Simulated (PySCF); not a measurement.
Isomers of C5H9NO2, mass 115.063 u with the commonest isotopes. Theory: PBE0-D3(BJ)/def2-SVP geometry optimisation, gas phase (PySCF 2.14.0). One conformer each, none proved a minimum here; rigid rotors.

**Question.** Order these by rotational constant A, largest first.
A. `[CH3:1][O:2][CH2:3][C@@H:4]([C:5]#[N:6])[O:7][CH3:8]` with C1–O2–C3–C4 -173°, O2–C3–C4–C5 63°, C3–C4–O7–C8 172°
B. `[H]/[N:1]=[CH:2]\[C@H:3]1[CH2:4][CH2:5][O:6][CH2:7][O:8]1` with N1–C2–C3–C4 -121°, C2–C3–C4–C5 173°, C3–C4–C5–O6 -53°, C4–C5–O6–C7 57°, C5–O6–C7–O8 -61°
C. `[CH2:1]=[CH:2][NH:3][C:4](=[O:5])[CH2:6][O:7][CH3:8]` with C1–C2–N3–C4 -179°, C2–N3–C4–O5 0°, N3–C4–C6–O7 20°, C4–C6–O7–C8 82°

**Answer.** B (4442 MHz), A (3409 MHz), C (3091 MHz).

**Question.** Order these by rotational constant B, largest first.
A. `[CH2:1]=[CH:2][NH:3][C:4](=[O:5])[CH2:6][O:7][CH3:8]` with C1–C2–N3–C4 -179°, C2–N3–C4–O5 0°, N3–C4–C6–O7 20°, C4–C6–O7–C8 82°
B. `[CH3:1][O:2][CH2:3][C@@H:4]([C:5]#[N:6])[O:7][CH3:8]` with C1–O2–C3–C4 -173°, O2–C3–C4–C5 63°, C3–C4–O7–C8 172°
C. `[H]/[N:1]=[CH:2]\[C@H:3]1[CH2:4][CH2:5][O:6][CH2:7][O:8]1` with N1–C2–C3–C4 -121°, C2–C3–C4–C5 173°, C3–C4–C5–O6 -53°, C4–C5–O6–C7 57°, C5–O6–C7–O8 -61°

**Answer.** C (1560 MHz), A (1324 MHz), B (1230 MHz).

**Question.** Order these by out-of-plane moment Σ m c² = (Ia + Ib − Ic)/2, smallest first.
A. `[CH3:1][O:2][CH2:3][C@@H:4]([C:5]#[N:6])[O:7][CH3:8]` with C1–O2–C3–C4 -173°, O2–C3–C4–C5 63°, C3–C4–O7–C8 172°
B. `[CH2:1]=[CH:2][NH:3][C:4](=[O:5])[CH2:6][O:7][CH3:8]` with C1–C2–N3–C4 -179°, C2–N3–C4–O5 0°, N3–C4–C6–O7 20°, C4–C6–O7–C8 82°
C. `[H]/[N:1]=[CH:2]\[C@H:3]1[CH2:4][CH2:5][O:6][CH2:7][O:8]1` with N1–C2–C3–C4 -121°, C2–C3–C4–C5 173°, C3–C4–C5–O6 -53°, C4–C5–O6–C7 57°, C5–O6–C7–O8 -61°

**Answer.** A (14.32 u·Å²), C (17.24 u·Å²), B (22.93 u·Å²).

```json
{"SMILES": "[H]/N=C\\[C@H]1CCOCO1", "point group": "C1", "Ia (u·Å²)": "113.77", "Ib (u·Å²)": "324.05", "Ic (u·Å²)": "403.34", "κ": "-0.81", "μa (D)": "2.33", "μb (D)": "1.40", "μc (D)": "1.73"}
{"SMILES": "COC[C@@H](C#N)OC", "point group": "C1", "Ia (u·Å²)": "148.24", "Ib (u·Å²)": "410.85", "Ic (u·Å²)": "530.45", "κ": "-0.77", "μa (D)": "0.70", "μb (D)": "3.40", "μc (D)": "0.46"}
{"SMILES": "C=CNC(=O)COC", "point group": "C1", "Ia (u·Å²)": "163.48", "Ib (u·Å²)": "381.73", "Ic (u·Å²)": "499.35", "κ": "-0.70", "μa (D)": "1.39", "μb (D)": "2.50", "μc (D)": "0.01"}
```
